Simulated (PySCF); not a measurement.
Scan of F4Ti, singlet: flattening of a tetrahedron along the D2d path, bond length relaxed. Scanned: the two opposite F-Ti-F angles (109.47 = tetrahedral, 180 = square planar). Other coordinates (Ti-F bond length) were minimised at PBE0/def2-TZVP.

The free coordinates were minimised at PBE0/def2-TZVP in PySCF; the energy column is wB97X-V/def2-TZVP in PySCF 2.14.0, in kJ/mol.

```json
[
 {"a / °": "90", "Ti-F bond length / Å": "1.746", "E": "52.0"},
 {"a / °": "95", "Ti-F bond length / Å": "1.743", "E": "27.1"},
 {"a / °": "100", "Ti-F bond length / Å": "1.741", "E": "11.1"},
 {"a / °": "105", "Ti-F bond length / Å": "1.740", "E": "2.4"},
 {"a / °": "109.47", "Ti-F bond length / Å": "1.740", "E": "0.0"},
 {"a / °": "115", "Ti-F bond length / Å": "1.740", "E": "3.3"},
 {"a / °": "120", "Ti-F bond length / Å": "1.741", "E": "11.7"},
 {"a / °": "130", "Ti-F bond length / Å": "1.745", "E": "42.2"},
 {"a / °": "140", "Ti-F bond length / Å": "1.752", "E": "86.5"},
 {"a / °": "150", "Ti-F bond length / Å": "1.759", "E": "137.8"},
 {"a / °": "160", "Ti-F bond length / Å": "1.767", "E": "187.3"},
 {"a / °": "170", "Ti-F bond length / Å": "1.773", "E": "223.8"},
 {"a / °": "180", "Ti-F bond length / Å": "1.775", "E": "237.3"}
]
```
